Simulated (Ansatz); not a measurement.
FH₂MoNOS, SMILES `[NH2][Mo](=[O])([F])=[S]`. The species carries charge 0 and has multiplicity 1. Mo: def2 effective core potential. The geometry is a stationary point of PBE0-D4/def2-TZVP. It is one conformer, not always the lowest.

```xyz
7

N     0.759   -0.710   -0.574
Mo   -0.538    0.373    0.306
O    -1.287    1.300   -0.859
F    -1.777   -0.689    1.175
S     0.475    1.595    1.695
H     0.722   -0.890   -1.568
H     1.646   -0.979   -0.175
```

(1) What is the dipole moment at r2SCAN/def2-TZVPP? (Estimate.)

(2) And with PBE, B3LYP, ωB97M-V? (Estimate.)

(3) Give the Mulliken charges with r2SCAN, B3LYP, PBE in def2-TZVPP. (Best estimate.)

Results:

(1) Ansatz gave: 3.71 D, with components (2.35, -2.31, -1.70) D in this frame, pointing from negative to positive charge.

(2) Ansatz gave: PBE 3.62 D, B3LYP 3.67 D, ωB97M-V 3.63 D.

(3) Computed: 
```
atom  r2SCAN  B3LYP    PBE
  N1   -0.52  -0.50  -0.48
 Mo2    1.37   1.37   1.23
  O3   -0.49  -0.49  -0.44
  F4   -0.39  -0.40  -0.35
  S5   -0.37  -0.35  -0.36
  H6    0.20   0.18   0.20
  H7    0.20   0.19   0.20
```

B3LYP here is the variant with VWN-RPA as its local correlation; programs differ in this.
